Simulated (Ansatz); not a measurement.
Species, as SMILES: [GeH] (GeH), doublet.
Atoms: Ge1, H2. Bonds: Ge1-H2.

Basis-set convergence of the optimised Ge1-H2 bond length at MP2 with Ansatz (a program for electronic structure). The reference of a correlated method is not its basis-set limit, which lies further on. All functions are spherical. Cores are frozen (with 3d on Ga to Br). Open shells are unrestricted. No added dispersion term, no relativity. Reference: the value in aug-cc-pV5Z, 1.5922 Å, itself unsure by roughly 0.0010 Å (its mean distance from pcseg-4, aug-pcseg-3, aug-cc-pVQZ). Deviations are taken from unrounded values.

```csv
basis,functions,optimised Ge1-H2 bond length (Å)
cc-pVDZ,32,1.5979
aug-cc-pVDZ,45,1.6010
pcseg-1,32,1.5907
aug-pcseg-1,45,1.5928
def2-SVP,37,1.5919
def2-SVPD,46,1.5944
def2-TZVP,54,1.5944
def2-TZVPD,63,1.5952
cc-pVTZ,57,1.5933
aug-cc-pVTZ,82,1.5943
pcseg-2,57,1.5933
aug-pcseg-2,82,1.5928
def2-TZVPP,62,1.5948
def2-TZVPPD,71,1.5941
cc-pVQZ,98,1.5917
aug-cc-pVQZ,139,1.5924
pcseg-3,101,1.5915
aug-pcseg-3,142,1.5916
def2-QZVPP,119,1.5913
def2-QZVPPD,128,1.5913
cc-pV5Z,159,1.5918
aug-cc-pV5Z,220,1.5922
```

What the diffuse functions change, pair by pair:
- cc-pVDZ to aug-cc-pVDZ: 13 more functions, deviation 0.0057 to 0.0088 Å
- pcseg-1 to aug-pcseg-1: 13 more functions, deviation -0.0015 to 0.0006 Å
- def2-SVP to def2-SVPD: 9 more functions, deviation -0.0003 to 0.0022 Å
- def2-TZVP to def2-TZVPD: 9 more functions, deviation 0.0022 to 0.0030 Å
- cc-pVTZ to aug-cc-pVTZ: 25 more functions, deviation 0.0011 to 0.0021 Å
- pcseg-2 to aug-pcseg-2: 25 more functions, deviation 0.0011 to 0.0006 Å
- def2-TZVPP to def2-TZVPPD: 9 more functions, deviation 0.0026 to 0.0019 Å
- cc-pVQZ to aug-cc-pVQZ: 41 more functions, deviation -0.0005 to 0.0002 Å
- pcseg-3 to aug-pcseg-3: 41 more functions, deviation -0.0006 to -0.0006 Å
- def2-QZVPP to def2-QZVPPD: 9 more functions, deviation -0.0009 to -0.0009 Å
- cc-pV5Z to aug-cc-pV5Z: 61 more functions, deviation -0.0004 to 0.0000 Å

Leaving out the reference's own pair, they bring the value nearer the reference by more than 0.0010 Å in 0 of 10 pairs.
